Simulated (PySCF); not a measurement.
Cl3Sb (SMILES [Cl][Sb]([Cl])[Cl]), singlet, at a GFN2-xTB geometry (core potentials on Sb); PySCF with DF-PBE/def2-TZVP.

PySCF was given this input:
```python
from pyscf import gto, scf, dft

mol = gto.M(
    atom='''
Sb    0.004843   -0.000785    0.619287
Cl   -1.760197   -0.965587   -0.606784
Cl    0.035972    2.004188   -0.617068
Cl    1.709696   -1.036248   -0.634009
''',
    basis='def2-tzvp',
    ecp={'Sb': 'def2-tzvp'},
    charge=0,
    spin=0,
    verbose=5,
)

mf = dft.RKS(mol)
mf.xc = 'pbe'
mf.grids.prune = dft.gen_grid.sg1_prune
mf = mf.density_fit(auxbasis='def2-universal-jkfit')
mf.kernel()
mf.analyze()
```

Task: Write the output that PySCF gives for this input, abridged.

Result: 
```
PySCF version 2.14.0

[INPUT] verbose = 5
[INPUT] max_memory = 4000
[INPUT] num. atoms = 4
[INPUT] num. electrons = 74
[INPUT] charge = 0
[INPUT] spin (= nelec alpha-beta = 2S) = 0
[INPUT] symmetry False subgroup None
[INPUT] Mole.unit = angstrom
[INPUT] Symbol           X                Y                Z      unit          X                Y                Z       unit  Magmom
[...]
[INPUT] ---------------- BASIS SET ----------------
[INPUT] l, kappa, [nprim/nctr], expnt,             c_1 c_2 ...
[INPUT] Cl
[...]
                                10426.15688       0.0041990463961
                                2373.2334061      0.021592141679
                                671.56420071      0.084598850094
                                218.4199979       0.24757249724
                                77.572249714      0.47016930228
                                28.888815277      0.37436370716
[...]
                                39.339582961      0.10786112456
                                7.6740679989      -0.27408821574
[...]
                                1.8385832573      0.68636955368
[...]
                                157.6424169       0.018879300374
                                50.262520978      0.087206341273
                                18.536078105      0.2528561297
                                7.2940532777      0.4350715482
[...]
                                1.011                1
[...]
[INPUT] Sb
[...]
                                238.84452097      0.0013393778746
                                23.998118809      -0.049388154574
                                15.193124213      0.43392227254
[...]
                                6.5259774794      0.79235280226
[...]
                                16.374479088      0.073728000195
                                9.7216283345      -0.27230028128
[...]
                                1.4711045033      0.50364242075
                                0.75165385301     0.18706666294
[...]
                                30.47423372       0.0059411139166
                                18.228418239      -0.010563706947
                                4.3291456646      0.20348177341
                                2.1294818496      0.42748378928
                                0.99682636692     0.38539560809
[...]
nuclear repulsion = 395.686532977581
number of shells = 55
number of NR pGTOs = 280
number of NR cGTOs = 161
basis = def2-tzvp
ecp = {'Sb': 'def2-tzvp'}

******** <class 'pyscf.df.df_jk.DFRKS'> ********
method = DFRKS
initial guess = minao
damping factor = 0
level_shift factor = 0
DIIS = <class 'pyscf.scf.diis.CDIIS'>
diis_start_cycle = 1
diis_space = 8
diis_damp = 0
SCF conv_tol = 1e-09
SCF conv_tol_grad = None
SCF max_cycles = 50
direct_scf = False
XC library pyscf.dft.libxc version 7.1.2
    S. Lehtola, C. Steigemann, M. J. T. Oliveira, and M. A. L. Marques,  SoftwareX 7, 1–5 (2018)
XC functionals = pbe
    J. P. Perdew, K. Burke, and M. Ernzerhof,  Phys. Rev. Lett. 77, 3865 (1996)
    J. P. Perdew, K. Burke, and M. Ernzerhof,  Phys. Rev. Lett. 78, 1396 (1997)
    J. P. Perdew, K. Burke, and M. Ernzerhof,  Phys. Rev. Lett. 77, 3865 (1996)
    J. P. Perdew, K. Burke, and M. Ernzerhof,  Phys. Rev. Lett. 78, 1396 (1997)
radial grids:
    Treutler-Ahlrichs [JCP 102, 346 (1995); DOI:10.1063/1.469408] (M4) radial grids

becke partition: Becke, JCP 88, 2547 (1988); DOI:10.1063/1.454033
pruning grids: <function sg1_prune>
grids dens level: 3
symmetrized grids: False
atomic radii adjust function: <function treutler_atomic_radii_adjust>
small_rho_cutoff = 0
Set gradient conv threshold to 3.16228e-05
Initial guess from minao.
Density of valence part of ANO basis will be used as initial guess for Sb
Traceback (most recent call last):
  File "input.py", line 21, in <module>
  File "<string>", line 2, in kernel
  File "site-packages/pyscf/scf/hf.py", line 2099, in scf
  File "site-packages/pyscf/scf/hf.py", line 132, in kernel
  File "site-packages/pyscf/dft/rks.py", line 70, in get_veff
  File "site-packages/pyscf/dft/rks.py", line 506, in initialize_grids
  File "site-packages/pyscf/dft/gen_grid.py", line 653, in build
  File "<string>", line 6, in gen_atomic_grids
  File "site-packages/pyscf/dft/gen_grid.py", line 318, in gen_atomic_grids
  File "site-packages/pyscf/dft/gen_grid.py", line 81, in sg1_prune
IndexError: index 51 is out of bounds for axis 0 with size 19
```

The input was rejected before any calculation.
